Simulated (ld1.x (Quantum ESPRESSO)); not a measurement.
**silver: excitation energies, all-electron against TM semilocal**

- Element: silver
- Generator: ld1.x (Quantum ESPRESSO) 7.5
- Type: norm-conserving Troullier–Martins (semilocal form)
- Functional: PBEsol
- Relativity: scalar-relativistic
- Frozen core: [Ar] 3d10 4s2
- Valence charge: 17
- Reference configuration: 4p6 4d10 5s0.5 5p0 (charge +0.5)
- Partial waves: 5s (bound): rc 1.95 bohr; 4p (bound): rc 1.10 bohr; 4d (bound): rc 1.30 bohr
- Local potential: the d channel
- Core correction: Bessel-smoothed model core inside 0.95 bohr

Energies are relative to the spin-unpolarised reference configuration 4p6 4d10 5s0.5 5p0; without spin polarisation the order of configurations can differ from experiment.

**Question.** Give the all-electron excitation energy and the error of the potential for: 4p6 4d10 5s1 5p0; 4p6 4d10 5s0 5p0; 4p6 4d9 5s0 5p0; 4p6 4d8 5s0 5p0; 4p6 4d7 5s0 5p0; 4p5 4d10 5s1 5p0; 4p6 4d9 5s1 5p1.

**Answer.**

```
valence configuration  charge  ΔE all-electron (eV)  error AE − PS (meV)
     4p6 4d10 5s1 5p0       0                -3.020                 -0.8
     4p6 4d10 5s0 5p0      +1                 4.726                 -3.3
      4p6 4d9 5s0 5p0      +2                26.839                 -0.3
      4p6 4d8 5s0 5p0      +3                63.021                  -11
      4p6 4d7 5s0 5p0      +4               114.715                  -52
     4p5 4d10 5s1 5p0      +1                62.174                  -83
      4p6 4d9 5s1 5p1       0                 5.587                  +11
```

Levels in the configuration 4p6 4d9 5s1 5p1:

```csv
level,all-electron (eV),pseudo (eV)
4p,-64.358,-64.367
4d,-12.518,-12.506
5s,-6.790,-6.749
5p,-2.083,-2.093
```
